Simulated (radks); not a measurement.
Results of a calculation; reference values are marked as such.
The table gives one normalised radial function P(r) = r R(r) (large component) of P3+ in [Ne] 3s2 (r in bohr). Code: a radial shooting solver on a logarithmic mesh with Libxc functionals. Model: Dirac Kohn-Sham, exchange-only PBE, spin-unpolarised, spherical densities, finite nucleus; Fermi nuclear charge, rms radius 3.1889 fm.

r	P
0.004207	0.0019
0.005348	0.0030
0.006744	0.0047
0.008573	0.0075
0.01081	0.0116
0.01363	0.0181
0.01733	0.0285
0.02186	0.0438
0.02779	0.0677
0.03505	0.1021
0.0442	0.1519
0.05618	0.2253
0.07085	0.3231
0.09007	0.4570
0.1136	0.6197
0.1433	0.8099
0.1821	1.0197
0.2297	1.2073
0.292	1.3448
0.3682	1.3817
0.4643	1.2980
0.5903	1.0893
0.7444	0.8102
0.9464	0.5096
1.193	0.2702
1.505	0.1145
1.913	0.0349
2.413	0.0077
3.068	0.0010
3.869	0.0001
4.879	0.0000

Which n and l does it have? It may be an empty orbital.

Answer. n = 2, l = 1: the number of nodes gives n - l - 1 = 0, the rise at small r points to l (this Dirac orbital starts outside the nucleus as r^gamma with gamma = sqrt((l + 1)^2 - (Z/c)^2) = 2.00; the j = 3/2 orbital of l + 1 starts with the same power, but with a smaller coefficient, and then steepens), and the extent must fit the shell. The curve is that of 2p3/2; the two j differ most near the nucleus, where j = l - 1/2 has the larger amplitude, and in heavy atoms j = l - 1/2 is also the more compact. 2p3/2: eigenvalue -161.33 eV, 0 radial nodes, <r> = 0.484 bohr, 90 % of the charge inside 0.810 bohr.
